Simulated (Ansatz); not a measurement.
CH6O3Sn, SMILES `[CH3][Sn]([OH])([OH])[OH]`, relaxed with RKS PBE-D4/def2-SVP in Ansatz from a rough embedded geometry. The force threshold is 0.03 eV/Å; the program also tests the step.

The species carries charge 0 and has multiplicity 1. Sn: def2 effective core potential.

Start:

```xyz
11

C     0.214   -0.527   -1.332
Sn   -0.113    0.219    0.581
O    -1.555    1.545    0.482
O     1.577    1.103    1.324
O    -0.651   -1.268    1.800
H     0.561    0.271   -2.064
H     1.066   -1.293   -1.319
H    -0.653   -1.013   -1.737
H    -1.251    2.256   -0.214
H     2.231    0.377    1.171
H    -1.425   -1.670    1.308
```

Question: How much energy does the relaxation release, and in how many steps? (Estimate.)

Answer: Computed: 50.40 kJ/mol, in 14 steps, 1 of them rejected.

Question: Which bonds change most? (Estimate.)

Answer: Ansatz gave: C1–Sn2 from 2.079 to 2.143 Å; O3–H9 from 1.040 to 0.978 Å; Sn2–O3 from 1.963 to 2.011 Å; C1–H7 from 1.146 to 1.106 Å.

Question: Give the relaxed structure. (An estimate is asked.)

Answer: Ansatz gave: 
```xyz
11

C     0.322   -0.681   -1.708
Sn   -0.047    0.101    0.253
O    -1.612    1.365    0.293
O     1.525    1.123    0.981
O    -0.453   -1.344    1.593
H     1.029   -0.008   -2.228
H     0.757   -1.693   -1.607
H    -0.638   -0.728   -2.255
H    -1.320    2.181    0.745
H     1.713    0.776    1.876
H    -1.276   -1.092    2.058
```
